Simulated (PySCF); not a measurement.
PySCF job for Si(NHSiH3)(Cl)3 (Cl3H4NSi2), SMILES [SiH3]N[Si](Cl)(Cl)Cl, TDDFT-B3LYP/def2-SVPD. The structure is a stationary point at PBE0-D3(BJ)/def2-SVP. One conformer was computed; it need not be the lowest.

```python
import numpy as np
from pyscf import gto, scf, dft, tdscf

mol = gto.M(
    atom='''
    Si   -2.55396453    0.09857849    0.97697710
    N    -1.04475873    0.85949234    0.50481127
    Si    0.34831927    0.10661381   -0.11796576
    Cl    1.10749932   -1.28680472    1.17890049
    Cl    1.75538917    1.55614667   -0.45179831
    Cl   -0.03470123   -0.87937418   -1.87320530
    H    -2.39035687   -1.35779347    0.71401545
    H    -3.69291255    0.64042281    0.17880084
    H    -2.83655382    0.33045089    2.42417356
    H    -0.96701552    1.86832899    0.60692521
    ''',
    basis='def2-SVPD',
    charge=0,
    spin=0,
    max_memory=1600,
    verbose=4,
)
mf = dft.RKS(mol, xc='b3lyp').density_fit(auxbasis='def2-universal-jkfit')
mf.grids.level = 3
mf.conv_tol = 1e-9
mf.max_cycle = 100
mf.kernel()
mf.grids = dft.Grids(mol).set(level=1).build(with_non0tab=True)  # coarser grid for the response kernel
td = tdscf.TDDFT(mf)
td.singlet = True
td.nstates = 10
td.conv_tol = 1e-4
td.positive_eig_threshold = 1e-6
td.kernel(x0=td.get_init_guess(mf, 15))
td.analyze()
tt = tdscf.TDA(mf)
tt.singlet = False
tt.nstates = 4
tt.conv_tol = 1e-4
tt.positive_eig_threshold = 1e-6
tt.kernel(x0=tt.get_init_guess(mf, 9))
tt.analyze(verbose=3)
```

Program output:

```
PySCF version 2.14.0

[INPUT] verbose = 4
[INPUT] num. atoms = 10
[INPUT] num. electrons = 90
[INPUT] charge = 0
[INPUT] spin (= nelec alpha-beta = 2S) = 0
[INPUT] symmetry False subgroup None
[INPUT] Mole.unit = angstrom
[INPUT] Symbol           X                Y                Z      unit          X                Y                Z       unit  Magmom
[INPUT]  1 Si    -2.553964530000   0.098578490000   0.976977100000 AA   -4.826293493554   0.186286347873   1.846219148972 Bohr   0.0
[INPUT]  2 N     -1.044758730000   0.859492340000   0.504811270000 AA   -1.974307865948   1.624205128762   0.953955044894 Bohr   0.0
[INPUT]  3 Si     0.348319270000   0.106613810000  -0.117965760000 AA    0.658228024208   0.201470901996  -0.222922978476 Bohr   0.0
[INPUT]  4 Cl     1.107499320000  -1.286804720000   1.178900490000 AA    2.092870397942  -2.431708496598   2.227799054216 Bohr   0.0
[INPUT]  5 Cl     1.755389170000   1.556146670000  -0.451798310000 AA    3.317204773328   2.940691015954  -0.853775069441 Bohr   0.0
[INPUT]  6 Cl    -0.034701230000  -0.879374180000  -1.873205300000 AA   -0.065575820886  -1.661776361214  -3.539844992084 Bohr   0.0
[INPUT]  7 H     -2.390356870000  -1.357793470000   0.714015450000 AA   -4.517119824273  -2.565857792023   1.349293649208 Bohr   0.0
[INPUT]  8 H     -3.692912550000   0.640422810000   0.178800840000 AA   -6.978593321469   1.210223714824   0.337884618442 Bohr   0.0
[INPUT]  9 H     -2.836553820000   0.330450890000   2.424173560000 AA   -5.360309857389   0.624461679719   4.581024106812 Bohr   0.0
[INPUT] 10 H     -0.967015520000   1.868328990000   0.606925210000 AA   -1.827394491004   3.530630101685   1.146922424994 Bohr   0.0

nuclear repulsion = 629.17742510581
number of shells = 77
number of NR pGTOs = 289
number of NR cGTOs = 181
basis = def2-SVPD
ecp = {}


******** <class 'pyscf.df.df_jk.DFRKS'> ********
method = DFRKS
initial guess = minao
damping factor = 0
level_shift factor = 0
DIIS = <class 'pyscf.scf.diis.CDIIS'>
diis_start_cycle = 1
diis_space = 8
diis_damp = 0
SCF conv_tol = 1e-09
SCF conv_tol_grad = None
SCF max_cycles = 100
direct_scf = False
XC library pyscf.dft.libxc version 7.1.2
    S. Lehtola, C. Steigemann, M. J. T. Oliveira, and M. A. L. Marques,  SoftwareX 7, 1–5 (2018)
XC functionals = b3lyp
    P. J. Stephens, F. J. Devlin, C. F. Chabalowski, and M. J. Frisch,  J. Phys. Chem. 98, 11623 (1994)
radial grids:
    Treutler-Ahlrichs [JCP 102, 346 (1995); DOI:10.1063/1.469408] (M4) radial grids

becke partition: Becke, JCP 88, 2547 (1988); DOI:10.1063/1.454033
pruning grids: <function nwchem_prune>
grids dens level: 3
symmetrized grids: False
atomic radii adjust function: <function treutler_atomic_radii_adjust>
small_rho_cutoff = 0
Set gradient conv threshold to 3.16228e-05
Initial guess from minao.
tot grids = 148136
******** <class 'pyscf.df.df.DF'> ********
auxbasis = def2-universal-jkfit
init E= -2016.8268659122
  HOMO = -0.321808672201076  LUMO = -0.0573005744594219  gap/eV = 7.19763
cycle= 1 E= -2016.32232281669  delta_E= 0.505  |g|= 0.552  |ddm|= 4.31
  HOMO = -0.247279652660604  LUMO = -0.0366259263034783  gap/eV = 5.73218
cycle= 2 E= -2016.25760474711  delta_E= 0.0647  |g|= 0.762  |ddm|= 1.75
  HOMO = -0.302019553010519  LUMO = -0.0286036503773826  gap/eV = 7.44003
cycle= 3 E= -2016.39400695195  delta_E= -0.136  |g|= 0.0806  |ddm|= 0.98
  HOMO = -0.293930436762826  LUMO = -0.0288459315404479  gap/eV = 7.21332
cycle= 4 E= -2016.39556232202  delta_E= -0.00156  |g|= 0.0275  |ddm|= 0.145
  HOMO = -0.297376403659138  LUMO = -0.0294251826383354  gap/eV = 7.29132
cycle= 5 E= -2016.39572303372  delta_E= -0.000161  |g|= 0.0108  |ddm|= 0.0417
  HOMO = -0.296347369759374  LUMO = -0.0287380330029579  gap/eV = 7.28202
cycle= 6 E= -2016.39575447176  delta_E= -3.14e-05  |g|= 0.00143  |ddm|= 0.0157
  HOMO = -0.296511894399961  LUMO = -0.0288704700649038  gap/eV = 7.28289
cycle= 7 E= -2016.39575508405  delta_E= -6.12e-07  |g|= 0.000214  |ddm|= 0.00286
  HOMO = -0.296506539552397  LUMO = -0.0288599146029429  gap/eV = 7.28304
cycle= 8 E= -2016.39575509696  delta_E= -1.29e-08  |g|= 6.14e-05  |ddm|= 0.000527
  HOMO = -0.296503265283751  LUMO = -0.0288566577017715  gap/eV = 7.28304
cycle= 9 E= -2016.3957550981  delta_E= -1.14e-09  |g|= 8.34e-06  |ddm|= 0.000135
  HOMO = -0.296503639078166  LUMO = -0.0288569701190173  gap/eV = 7.28304
cycle= 10 E= -2016.39575509812  delta_E= -1.55e-11  |g|= 3.93e-06  |ddm|= 2.15e-05
  HOMO = -0.296503592088223  LUMO = -0.028857100940217  gap/eV = 7.28303
Extra cycle  E= -2016.39575509812  delta_E= -2.73e-12  |g|= 4.4e-06  |ddm|= 1.4e-05
converged SCF energy = -2016.39575509812
tot grids = 46784
Overwritten attributes  positive_eig_threshold  of <class 'pyscf.tdscf.rks.TDDFT'>


******** <class 'pyscf.tdscf.rks.TDDFT'> for <class 'pyscf.df.df_jk.DFRKS'> ********
nstates = 10 singlet
deg_eia_thresh = 1.000e-03
wfnsym = None
conv_tol = 0.0001
eigh lindep = 1e-12
eigh level_shift = 0
eigh max_cycle = 100


Excitation energies (eV)
[6.31687976 6.79074728 7.19248202 7.21427608 7.57959994 7.5894401
 7.63953034 7.82365997 7.85126144 7.92704858]

** Singlet excitation energies and oscillator strengths **
Excited State   1:      6.31688 eV    196.27 nm  f=0.0064
      45 -> 46       -0.69833
Excited State   2:      6.79075 eV    182.58 nm  f=0.0000
      45 -> 47       -0.69620
Excited State   3:      7.19248 eV    172.38 nm  f=0.0036
      44 -> 46        0.64106
      44 -> 47       -0.16778
      45 -> 48        0.21742
Excited State   4:      7.21428 eV    171.86 nm  f=0.0044
      44 -> 46        0.21904
      45 -> 48       -0.62630
      45 -> 49       -0.14444
      45 -> 52        0.10074
Excited State   5:      7.57960 eV    163.58 nm  f=0.0290
      43 -> 46        0.68210
      43 -> 47       -0.13106
Excited State   6:      7.58944 eV    163.36 nm  f=0.0202
      42 -> 46       -0.13250
      45 -> 48        0.11740
      45 -> 49       -0.65538
      45 -> 50       -0.14222
Excited State   7:      7.63953 eV    162.29 nm  f=0.0140
      42 -> 46        0.65195
      45 -> 48        0.12283
      45 -> 49       -0.13643
Excited State   8:      7.82366 eV    158.47 nm  f=0.0062
      42 -> 46        0.11604
      44 -> 47        0.14713
      45 -> 48       -0.11039
      45 -> 50       -0.64870
Excited State   9:      7.85126 eV    157.92 nm  f=0.0121
      44 -> 46        0.17362
      44 -> 47        0.65056
      45 -> 50        0.12753
Excited State  10:      7.92705 eV    156.41 nm  f=0.1013
      40 -> 46        0.14270
      41 -> 46        0.13869
      43 -> 47        0.11786
      45 -> 51        0.56813
      45 -> 53       -0.31527

** Transition electric dipole moments (AU) **
state          X           Y           Z        Dip. S.      Osc.
  1         0.0708     -0.0247      0.1895      0.0415      0.0064
  2         0.0006     -0.0002      0.0075      0.0001      0.0000
  3        -0.0495      0.0183     -0.1323      0.0203      0.0036
  4         0.0554     -0.0188      0.1466      0.0249      0.0044
  5         0.1759      0.3533     -0.0167      0.1560      0.0290
  6        -0.1065      0.0413     -0.3096      0.1089      0.0202
  7         0.0993     -0.0348      0.2528      0.0750      0.0140
  8         0.0587     -0.0203      0.1688      0.0324      0.0062
  9        -0.0853      0.0307     -0.2340      0.0630      0.0121
 10        -0.6475      0.1731      0.2692      0.5216      0.1013

** Transition velocity dipole moments (imaginary part, AU) **
state          X           Y           Z        Dip. S.      Osc.
  1         0.0170     -0.0059      0.0455      0.0024      0.0069
  2        -0.0008      0.0003     -0.0006      0.0000      0.0000
  3        -0.0126      0.0047     -0.0337      0.0013      0.0033
  4         0.0127     -0.0043      0.0336      0.0013      0.0033
  5         0.0481      0.0965     -0.0046      0.0116      0.0279
  6        -0.0292      0.0113     -0.0851      0.0082      0.0197
  7         0.0284     -0.0099      0.0723      0.0061      0.0146
  8         0.0177     -0.0061      0.0509      0.0029      0.0068
  9        -0.0245      0.0088     -0.0674      0.0052      0.0121
 10        -0.1894      0.0539      0.0792      0.0451      0.1031

** Transition magnetic dipole moments (imaginary part, AU) **
state          X           Y           Z
  1        -0.3257      0.2493      0.1538
  2        -0.3018      0.1893      0.1387
  3         0.1148      0.0165     -0.0405
  4        -0.4492      0.0453      0.1728
  5        -0.2722      0.0962     -0.7247
  6         0.0144      0.1668      0.0264
  7        -0.1616      0.6853      0.1561
  8         0.2531      0.3480     -0.0440
  9        -0.6007      0.2048      0.2521
 10        -0.3248      0.0960     -0.8663
Overwritten attributes  positive_eig_threshold  of <class 'pyscf.tdscf.rks.TDA'>


******** <class 'pyscf.tdscf.rks.TDA'> for <class 'pyscf.df.df_jk.DFRKS'> ********
nstates = 4 triplet
deg_eia_thresh = 1.000e-03
wfnsym = None
conv_tol = 0.0001
eigh lindep = 1e-12
eigh level_shift = 0
eigh max_cycle = 100


Excitation energies (eV)
[6.01440613 6.63498177 6.84385832 7.03032441]

** Triplet excitation energies and oscillator strengths **
Excited State   1:      6.01441 eV    206.15 nm  f=0.0000
Excited State   2:      6.63498 eV    186.86 nm  f=0.0000
Excited State   3:      6.84386 eV    181.16 nm  f=0.0000
Excited State   4:      7.03032 eV    176.36 nm  f=0.0000
```

The run converged.

Cost: around 5 core-minutes (rough).
